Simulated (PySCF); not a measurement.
SbCl₂, SMILES [Cl][Sb][Cl], multiplicity 2.

Geometry optimised at B3LYP-D3(BJ)/def2-TZVP. The spin state was assumed, not searched. The isomer is the one that the SMILES or the coordinates give; other isomers of the formula were not compared. The def2 effective core potentials stand for the cores of Sb; spin–orbit coupling is left out.

Calculation: PySCF with TDA-B3LYP/def2-SVPD.

Vertical excitations. The molecule is in vacuum.

```csv
state,energy (eV),λ (nm),f,main pairs
root 1,2.60,477,0.000,α HOMO→LUMO+1 99 %
root 2,2.64,470,0.000,α HOMO→LUMO 99 %
root 3,3.83,324,0.005,β HOMO→LUMO 99 %
root 4,3.93,315,0.000,β HOMO−1→LUMO 100 %
root 5,4.19,296,0.014,β HOMO−2→LUMO 94 %
root 6,4.70,264,0.007,β HOMO−3→LUMO 94 %
root 7,4.99,248,0.002,β HOMO−4→LUMO 98 %
root 8,5.07,245,0.000,"α HOMO−2→LUMO+1 44 %, α HOMO−1→LUMO 9 %, β HOMO→LUMO+1 40 %"
root 9,5.13,242,0.000,"α HOMO−2→LUMO 50 %, β HOMO→LUMO+2 42 %"
root 10,5.26,236,0.001,"α HOMO−1→LUMO 55 %, β HOMO−1→LUMO+2 27 %, β HOMO→LUMO+1 10 %"
```
Unrestricted roots are not spin-pure.
